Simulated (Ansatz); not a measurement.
CH₇GeN⁺, that is GeH3(NHMe) with one electron fewer. The state is a doublet with charge 1. Geometry PBE0-D4/def2-SVP, that of the neutral singlet.

Cartesian coordinates in Å:
```
Ge 0.309 0.507 1.318
H 0.271 1.963 1.812
H -0.658 -0.386 2.118
H 1.746 -0.055 1.493
N -0.277 0.525 -0.420
C -0.338 -0.700 -1.181
H 0.084 1.303 -0.963
H 0.646 -1.125 -1.473
H -0.862 -1.477 -0.599
H -0.921 -0.556 -2.105
```

Question: Estimate the α-spin orbital energies around the gap (eV) in Ansatz with PBE-D4/def2-TZVP, r2SCAN-D4/def2-TZVP, PBE0-D4/def2-TZVP.

Answer: 
```json
{"orbital": "HOMO−5", "PBE-D4/def2-TZVP": "-17.22", "r2SCAN-D4/def2-TZVP": "-17.89", "PBE0-D4/def2-TZVP": "-19.23"}
{"orbital": "HOMO−4", "PBE-D4/def2-TZVP": "-16.70", "r2SCAN-D4/def2-TZVP": "-17.17", "PBE0-D4/def2-TZVP": "-18.35"}
{"orbital": "HOMO−3", "PBE-D4/def2-TZVP": "-14.93", "r2SCAN-D4/def2-TZVP": "-15.35", "PBE0-D4/def2-TZVP": "-16.54"}
{"orbital": "HOMO−2", "PBE-D4/def2-TZVP": "-14.24", "r2SCAN-D4/def2-TZVP": "-14.73", "PBE0-D4/def2-TZVP": "-15.88"}
{"orbital": "HOMO−1", "PBE-D4/def2-TZVP": "-13.61", "r2SCAN-D4/def2-TZVP": "-13.91", "PBE0-D4/def2-TZVP": "-14.86"}
{"orbital": "HOMO", "PBE-D4/def2-TZVP": "-13.34", "r2SCAN-D4/def2-TZVP": "-13.79", "PBE0-D4/def2-TZVP": "-14.75"}
{"orbital": "LUMO", "PBE-D4/def2-TZVP": "-5.97", "r2SCAN-D4/def2-TZVP": "-5.58", "PBE0-D4/def2-TZVP": "-5.11"}
{"orbital": "LUMO+1", "PBE-D4/def2-TZVP": "-4.70", "r2SCAN-D4/def2-TZVP": "-4.12", "PBE0-D4/def2-TZVP": "-3.68"}
{"orbital": "LUMO+2", "PBE-D4/def2-TZVP": "-4.46", "r2SCAN-D4/def2-TZVP": "-4.00", "PBE0-D4/def2-TZVP": "-3.53"}
{"orbital": "LUMO+3", "PBE-D4/def2-TZVP": "-4.14", "r2SCAN-D4/def2-TZVP": "-3.68", "PBE0-D4/def2-TZVP": "-3.20"}
{"orbital": "LUMO+4", "PBE-D4/def2-TZVP": "-3.98", "r2SCAN-D4/def2-TZVP": "-3.29", "PBE0-D4/def2-TZVP": "-3.11"}
{"orbital": "LUMO+5", "PBE-D4/def2-TZVP": "-3.42", "r2SCAN-D4/def2-TZVP": "-2.63", "PBE0-D4/def2-TZVP": "-2.53"}
{"orbital": "β HOMO", "PBE-D4/def2-TZVP": "-13.57", "r2SCAN-D4/def2-TZVP": "-13.87", "PBE0-D4/def2-TZVP": "-14.81"}
{"orbital": "β LUMO", "PBE-D4/def2-TZVP": "-11.90", "r2SCAN-D4/def2-TZVP": "-11.50", "PBE0-D4/def2-TZVP": "-10.78"}
```
